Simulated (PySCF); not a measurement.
# Electron correlation in Ne⁺ (neon, charge +1)

[He] 2s2 2p5, 2P determinant. Calculation: PySCF 2.14, in x2c-SVPall (3s2p1d, 14 functions); scalar relativity by spin-free X2C-1e. Frozen: 1s2; 7 electrons correlated.

MP2 pair energies summed by pair of shells (mhartree):

```tsv
pair	energy	share (%)
2p-2p	-85.01	65.3
2s-2p	-38.30	29.4
2s-2s	-6.92	5.3
```

Total MP2 correlation energy: -130.23 mhartree.

Same-spin part -33.00 and opposite-spin part -97.23 mhartree; SCS-MP2 scales them by 1/3 and 6/5 to -127.68 mhartree.

```
  level  correlation energy (mhartree)
   CCSD                        -140.86
    (T)                          -1.06
CCSD(T)                        -141.92
```

Diagnostics: T1 = 0.0037, D1 = 0.0059, largest double amplitude 0.038.

Cost of the coupled-cluster step: 0.08 s of wall time on 1 thread of Neoverse-V1 (shared host), for 7 correlated electrons.

Iterations:

```
CC2 = 0
CCSD nocc = (np.int64(4), np.int64(3)), nmo = (13, 13)
frozen orbitals [[0], [0]]
max_cycle = 100
direct = 0
conv_tol = 1e-08
conv_tol_normt = 1e-06
diis_space = 8
diis_start_cycle = 0
Init t2, MP2 energy = -0.130232606132048
Init E_corr(UCCSD) = -0.130232606133837
cycle = 1  E_corr(UCCSD) = -0.138789260745164  dE = -0.00855665461  norm(t1,t2) = 0.018795
cycle = 2  E_corr(UCCSD) = -0.140373375264771  dE = -0.00158411452  norm(t1,t2) = 0.00444093
cycle = 3  E_corr(UCCSD) = -0.140873935309637  dE = -0.000500560045  norm(t1,t2) = 0.00178597
cycle = 4  E_corr(UCCSD) = -0.140863296892916  dE = 1.06384167e-05  norm(t1,t2) = 0.000409853
cycle = 5  E_corr(UCCSD) = -0.140859867064558  dE = 3.42982836e-06  norm(t1,t2) = 5.89183e-05
cycle = 6  E_corr(UCCSD) = -0.140860857139817  dE = -9.90075259e-07  norm(t1,t2) = 1.15296e-05
cycle = 7  E_corr(UCCSD) = -0.140860831655802  dE = 2.54840149e-08  norm(t1,t2) = 1.61612e-06
cycle = 8  E_corr(UCCSD) = -0.140860839031429  dE = -7.3756263e-09  norm(t1,t2) = 2.29165e-07
UCCSD converged
E(UCCSD) = -127.9256120163016  E_corr = -0.1408608390314286
UCCSD(T) correction = -0.00105605231795112
```
